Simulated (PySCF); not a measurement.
AlHFBr, SMILES [F][AlH][Br]. Heavy atoms are numbered as in [AlH:1]([F:3])[Br:4]. Hydrogens are named by the atom that carries them.

Coordinates come from a ωB97X-D3(BJ)/def2-TZVP optimisation.

All values below come from PBE0/pcSseg-2 (PySCF).

GIAO shieldings, no solvent; atoms alike by connectivity are averaged. δ = σ(ref) − σ: ¹H against TMS (σ = 31.54 ppm); ¹⁹F against CFCl3 (σ = 165.8 ppm), references at their B3LYP-D3(BJ)/def2-TZVP geometries, non-relativistic (without spin–orbit terms, shifts of atoms bonded to Cl or Br come out too high).

Estimate the chemical shifts. (An estimate is asked for; the answer gives what the named calculation found.)


```json
[
 {"nucleus": "¹H", "atoms": "H on Al1", "count": "1", "δ (ppm)": "5.13"},
 {"nucleus": "¹⁹F", "atoms": "F3", "count": "1", "δ (ppm)": "-144.4"}
]
```
